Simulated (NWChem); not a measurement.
System: C₂HF₂I; SMILES F/C=C(\F)I

All runs: NWChem. STO-3G and 3-21G are far too small for this property and stand as cheap habits. All runs use the structure optimised with PBE0/def2-SVP. def2 effective core potentials on I; no spin-orbit coupling. Field at 589 nm.

```tsv
level	isotropic polarisability (bohr³)	anisotropy (bohr³)	relative time
B3LYP/STO-3G (all-electron, non-relativistic)	23.0	36.0	1
B3LYP/def2-SVP (core potentials)	46.2	38.9	3
B3LYP/def2-SVPD (core potentials)	63.8	34.8	8
```

Relative times are rough (shared machine, one core).
